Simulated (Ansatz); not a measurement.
C4H8O2S, SMILES `C=CCS(C)(=O)=O` at its PBE0-D4/def2-TZVP geometry, where that method's forces vanish. The species carries charge 0 and has multiplicity 1.

```xyz
15

C    -0.0948    2.0835    0.9479
C     0.7482    1.1176    0.6110
C     0.5361   -0.3164    0.9384
S     0.4080   -1.3530   -0.5178
C    -1.0651   -0.7900   -1.3190
O     1.5233   -1.0480   -1.3725
O     0.1897   -2.7000   -0.0680
H    -1.0042    1.8778    1.5043
H     0.1010    3.1172    0.6894
H     1.6519    1.3464    0.0539
H    -0.3572   -0.4907    1.5410
H     1.3961   -0.7545    1.4560
H    -0.9666    0.2677   -1.5575
H    -1.1432   -1.3807   -2.2320
H    -1.9233   -0.9770   -0.6751
```

(1) What forces (eV/Å) does r2SCAN-D4/def2-TZVPP give on these atoms in the Gaussian-basis code of Ansatz? (Best estimate.)

Results:

(1) Computed: 
```
C1  -0.134  0.182  0.050
C2   0.129 -0.061 -0.042
C3  -0.004  0.072  0.193
S4  -0.074  0.050 -0.009
C5  -0.156  0.071 -0.071
O6   0.321  0.106 -0.248
O7  -0.077 -0.392  0.137
H8   0.011 -0.002 -0.004
H9  -0.008 -0.016  0.001
H10  0.004 -0.012 -0.001
H11 -0.003  0.008  0.006
H12 -0.002 -0.010 -0.013
H13 -0.012 -0.020 -0.005
H14 -0.001  0.015  0.021
H15  0.004  0.009 -0.014
```
